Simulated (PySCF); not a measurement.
A calculated (LDA, PySCF 2.14, aug-cc-pV(5+d)Z, the non-relativistic Hamiltonian (point nucleus)) atom or ion has these occupied shells.

```csv
shell,electrons,orbital energy (eV),"rms radius, mean of both spins (bohr)"
1s α,1,-2431.5,0.113
1s β,1,-2431.3,0.113
2s α,1,-251.20,0.525
2s β,1,-250.95,0.525
2p α,3,-198.38,0.494
2p β,3,-198.08,0.494
3s α,1,-52.617,1.63
3s β,1,-51.333,1.63
3p α,1,-40.905,1.78
```

Problem. Name the element and its charge.

Solution. S³⁺ (sulfur, charge +3), in [Ne] 3s2 3p1, 2P determinant.
